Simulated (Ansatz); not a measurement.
Single points on Si₃Ni.

```yaml
crystal:
  periodic: [false, false, false]
  atoms:
    - {symbol: Ni, position_ang: [0.022479, -0.567320, -1.055235]}
    - {symbol: Si, position_ang: [-1.096801, 0.804384, 0.287228]}
    - {symbol: Si, position_ang: [-0.147292, -1.267095, 0.986916]}
    - {symbol: Si, position_ang: [1.221615, 1.030031, -0.218910]}
basis:
  gaussian: {orbitals: def2-TZVP, initial_orbitals: start.molden}
magnetization: {spin_polarized: true, initial_magnetization: 4}
hamiltonian: {xc: pbe, dispersion: d4}
scf: {omitted_lower_state_checks: [starts]}
output: {orbitals: {seedname: orbitals}}
```

The file start.molden holds the orbitals of an earlier run on this structure, at another level or in another basis.

```sh
$ ansatz run in.yaml --threads 4 --pin off --events-out ev --progress --plain --max-ram 3916MiB
```

It prints (some lines left out):

```
Functional definition: PBE
1203 factors; their error is unknown
mean field evaluation 1: about -64656.8374 eV, gradient 9.1e0 eV
mean field evaluation 2: about -64657.1370 eV, gradient 6.7e-1 eV
mean field evaluation 4: about -64657.1296 eV, gradient 1.2e-1 eV
mean field evaluation 8: about -64657.1297 eV, gradient 2.5e-5 eV
mean field -64657.12974779 eV, -2376.1056920545 hartree, gradient 2.5e-5 eV, S^2 6.009334; 0 other end points of the search recorded, 0 dependent functions left out
reference -64657.12978361 eV, -2376.1056933712 hartree; 37, 33 occupied and 119, 123 virtual orbitals, 1203 factors
Total energy: -64657.37660681 eV, -2376.1147639565 hartree
Checks for a lower state left out: starts
```

Run time 1.8 s (4 threads of Intel Xeon Platinum 8488C on a shared host).

First input, but with `hamiltonian: {xc: {text: "exchange = 0.95*pbe_x + 0.05*exact_x\ncorrelation = pbe_c"}}` (abridged; 2.8 s):

```
Functional definition: unnamed
mean field -64657.19125046 eV, -2376.1079522361 hartree, gradient 1.2e-5 eV, S^2 6.012560
Total energy: -64657.19128450 eV, -2376.1079534869 hartree
Checks for a lower state left out: starts
```

Geometry: r2SCAN-D4/def2-SVP.

At PBE0-D4/def2-TZVP a singlet of charge 0 lies 0.97 eV below the quintet, each at its own geometry. The structure comes from a short search, and lower isomers may exist.
